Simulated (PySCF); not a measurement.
Al(F)(Cl)(Me) (CH3AlClF), SMILES [Al]([Cl])([CH3])[F]. Heavy atoms are numbered as in [Al:1]([F:2])([Cl:3])[CH3:4]. Hydrogens are named by the atom that carries them.

Coordinates come from a PBE0-D3(BJ)/def2-SVP optimisation.

The numbers are results of KT2/pcSseg-1 (PySCF), not measurements.

GIAO shieldings, no solvent; atoms alike by connectivity are averaged. δ = σ(ref) − σ: ¹⁹F against CFCl3 (σ = 127.1 ppm); ³⁵Cl against HCl (σ = 945.4 ppm); ¹³C against TMS (σ = 185.1 ppm); ¹H against TMS (σ = 31.47 ppm), references at their B3LYP-D3(BJ)/def2-TZVP geometries, non-relativistic (without spin–orbit terms, shifts of atoms bonded to Cl or Br come out too high).

Computed chemical shifts:
| nucleus | atoms | count | δ (ppm) |
|---|---|---|---|
| ¹⁹F | F2 | 1 | -152.0 |
| ³⁵Cl | Cl3 | 1 | 43.4 |
| ¹³C | C4 (CH3) | 1 | -11.0 |
| ¹H | H on C4 | 3 | 0.19 |
